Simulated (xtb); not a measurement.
Harmonic IR lines of one isomer of C$_{10}$H$_{9}$BO, unscaled. Method: xtb 6.7.1 with GFN2-xTB.

```json
[
 {"wavenumber (cm⁻¹)": "545", "relative intensity": "20"},
 {"wavenumber (cm⁻¹)": "551", "relative intensity": "13"},
 {"wavenumber (cm⁻¹)": "703", "relative intensity": "7.9"},
 {"wavenumber (cm⁻¹)": "809", "relative intensity": "10"},
 {"wavenumber (cm⁻¹)": "815", "relative intensity": "36"},
 {"wavenumber (cm⁻¹)": "843", "relative intensity": "3.5"},
 {"wavenumber (cm⁻¹)": "1049", "relative intensity": "9.9"},
 {"wavenumber (cm⁻¹)": "1116", "relative intensity": "4.8"},
 {"wavenumber (cm⁻¹)": "1152", "relative intensity": "60"},
 {"wavenumber (cm⁻¹)": "1231", "relative intensity": "30"},
 {"wavenumber (cm⁻¹)": "1245", "relative intensity": "52"},
 {"wavenumber (cm⁻¹)": "1277", "relative intensity": "32"},
 {"wavenumber (cm⁻¹)": "1309", "relative intensity": "8.7"},
 {"wavenumber (cm⁻¹)": "1335", "relative intensity": "5.2"},
 {"wavenumber (cm⁻¹)": "1389", "relative intensity": "13"},
 {"wavenumber (cm⁻¹)": "1415", "relative intensity": "7.0"},
 {"wavenumber (cm⁻¹)": "1436", "relative intensity": "9.7"},
 {"wavenumber (cm⁻¹)": "1476", "relative intensity": "23"},
 {"wavenumber (cm⁻¹)": "1534", "relative intensity": "19"},
 {"wavenumber (cm⁻¹)": "1577", "relative intensity": "14"},
 {"wavenumber (cm⁻¹)": "1601", "relative intensity": "100"},
 {"wavenumber (cm⁻¹)": "2573", "relative intensity": "62"},
 {"wavenumber (cm⁻¹)": "2661", "relative intensity": "34"},
 {"wavenumber (cm⁻¹)": "3042", "relative intensity": "7.1"},
 {"wavenumber (cm⁻¹)": "3064", "relative intensity": "5.5"},
 {"wavenumber (cm⁻¹)": "3122", "relative intensity": "4.1"},
 {"wavenumber (cm⁻¹)": "3134", "relative intensity": "13"},
 {"wavenumber (cm⁻¹)": "3140", "relative intensity": "12"},
 {"wavenumber (cm⁻¹)": "3443", "relative intensity": "26"}
]
```

Problem. Say which structure gives these lines.
A) `Bc1ccc2ccc(O)ccc1-2`
B) `Bc1cc2cccc-2ccc1O`
C) `Bc1ccc2cccc-2cc1O`
D) `Bc1cccc2cc(O)cc-2c1`

Solution. B, `Bc1cc2cccc-2ccc1O`
